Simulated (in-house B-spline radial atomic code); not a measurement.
PBEsol excitations of the nitrogen ion N⁵⁺

Method: PBEsol. Computed with a B-spline radial code for spherical atoms: linear response of the closed shell 1s2 with the functional's adiabatic kernel; scalar-relativistic (spin-free one-electron X2C), finite nucleus, no spin-orbit coupling, no double excitations, S, P, D and F terms only.

Command:
```bash
python run_td.py task.json out
```
Settings (radii: box in bohr, nucleus in fm):
```
Z                        7
electrons                2
configuration            1s2
hamiltonian              x2c
method                   pbesol
box_radius               16.35
rms_radius               2.5582
intervals                73
```

Run time, properties included: 0.2 s on 1 thread of Arm Neoverse N1, on a shared host.

The lowest states, in the order of their Tamm-Dancoff energies; the method's threshold (minus the highest occupied level) is 509.41 eV. Labels give the largest channel, * marks a mixed state, and oscillator strengths are full-response dipole values. Semilocal kernels can invert the small singlet-triplet splittings of Rydberg terms. Energies in eV:

```
     state  full response  Tamm-Dancoff  oscillator strength
1s → 2s 3S         403.34        403.36                    -
1s → 2s 1S         409.40        409.50                    -
1s → 2p 3P         410.84        410.87                    -
1s → 2p 1P         414.82        414.85                0.591
1s → 3s 3S         466.34        466.35                    -
1s → 3s 1S         467.78        467.81                    -
1s → 3p 3P         468.58        468.59                    -
1s → 3p 1P              ?             ?                    ?
1s → 3d 3D         470.57        470.57                    -
1s → 3d 1D              ?             ?                    -
1s → 4s 3S         486.03        486.03                    -
1s → 4s 1S         486.59        486.60                    -
1s → 4p 3P         486.94        486.94                    -
1s → 4p 1P         487.33        487.33               0.0451
1s → 4d 3D         487.68        487.68                    -
1s → 4d 1D         487.69        487.69                    -
```

Problem. Where does 1s → 3p 1P lie?

Solution. At 469.56 eV in full response, 469.57 eV in Tamm-Dancoff, oscillator strength 0.119.

Problem. Where does 1s → 3d 1D lie?

Solution. At 470.60 eV in full response, 470.60 eV in Tamm-Dancoff.

Problem. How large is the singlet-triplet splitting of 1s → 2s (S terms) in Tamm-Dancoff?

Solution. 6.14 eV, from the unrounded values.

Problem. What polarisabilities and dispersion coefficient does the method give?

Solution. Dipole 0.004813 bohr³, quadrupole 0.0004123 bohr⁵, C6 0.0003155 hartree·bohr⁶ for two such species.
